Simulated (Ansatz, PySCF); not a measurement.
H6O3Si2, SMILES O[SiH2][SiH](O)O. Atoms are numbered in the order given.

```xyz
11

O      1.0621     1.6320     0.6047
Si     1.3274     0.3223    -0.4330
Si    -0.6162    -0.8458     0.0900
O     -1.0827    -0.1176     1.5128
O     -1.6721    -0.5986    -1.1776
H      1.7075     2.3460     0.6169
H      1.4518     0.7726    -1.8521
H      2.5982    -0.3858    -0.0807
H     -0.5080    -2.3041     0.3689
H     -0.6911     0.7635     1.6088
H     -2.5384    -1.0144    -1.1086
```
Charge 0, spin multiplicity 1.

Geometry optimised at ωB97X-D3(BJ)/def2-SVP. The values are those of a single conformer.

Two levels are set side by side: PBE-D3(BJ)/def2-SVP (Ansatz, a first-principles code) and ωB97X-D3(BJ)/def2-SVP (PySCF). Each level has its own optimised geometry; the coordinates shown are those of the second. Frequencies come from the Hessian of PySCF at each geometry. Differences are taken from unrounded values.

| quantity | ωB97X-D3(BJ) | PBE-D3(BJ) | PBE-D3(BJ) minus ωB97X-D3(BJ) |
|---|---|---|---|
| mean bond length (Å) | 1.473 | 1.488 | 0.015 |
| bond O1–Si2 (Å) | 1.692 | 1.709 | 0.017 |
| bond Si2–Si3 (Å) | 2.327 | 2.350 | 0.023 |
| bond Si3–O4 (Å) | 1.665 | 1.680 | 0.015 |
| bond Si3–O5 (Å) | 1.668 | 1.683 | 0.015 |
| bond O1–H6 (Å) | 0.963 | 0.973 | 0.010 |
| bond Si2–H7 (Å) | 1.494 | 1.509 | 0.015 |
| bond Si2–H8 (Å) | 1.497 | 1.511 | 0.015 |
| bond Si3–H9 (Å) | 1.489 | 1.503 | 0.014 |
| bond O4–H10 (Å) | 0.969 | 0.983 | 0.014 |
| bond O5–H11 (Å) | 0.963 | 0.974 | 0.011 |
| highest harmonic wavenumber (cm⁻¹) | 3930 | 3757 | -173 |
| mean harmonic wavenumber (cm⁻¹) | 1144 | 1092 | -52 |
| zero-point energy (kcal/mol) | 44.16 | 42.14 | -2.02 |

Exact exchange shortens and stiffens bonds; PBE has none. Differences between two approximate levels are no errors against the true value.
